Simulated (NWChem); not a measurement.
**NWChem timings: BBrF2 (SMILES FB(F)Br)**

BBrF2: 4 atoms, total charge 0, spin state singlet. As SMILES, `FB(F)Br`. Geometry: relaxed at PBE0-D4/def2-TZVP.

```
atom    x (Å)    y (Å)    z (Å)
   F  -0.2157  -1.3665  -0.1099
   B  -0.1279  -0.0633  -0.0228
   F  -1.2124   0.6596  -0.1442
  Br   1.5560   0.7702   0.2769
```

Program: NWChem 7.3.0. Hardware: 1 thread of Intel Xeon 6975P-C (Granite Rapids), shared host, so times are rough. Two-electron integrals are exact unless an approximation is named.

Estimate their order by wall time, quickest first.
A. gradient at HF/STO-3G
B. gradient at B3LYP/6-31G* (spherical functions), grid xfine
C. gradient at PBE0/aug-cc-pVDZ, grid fine

A (2.1 s), B (14 s), C (70 s).
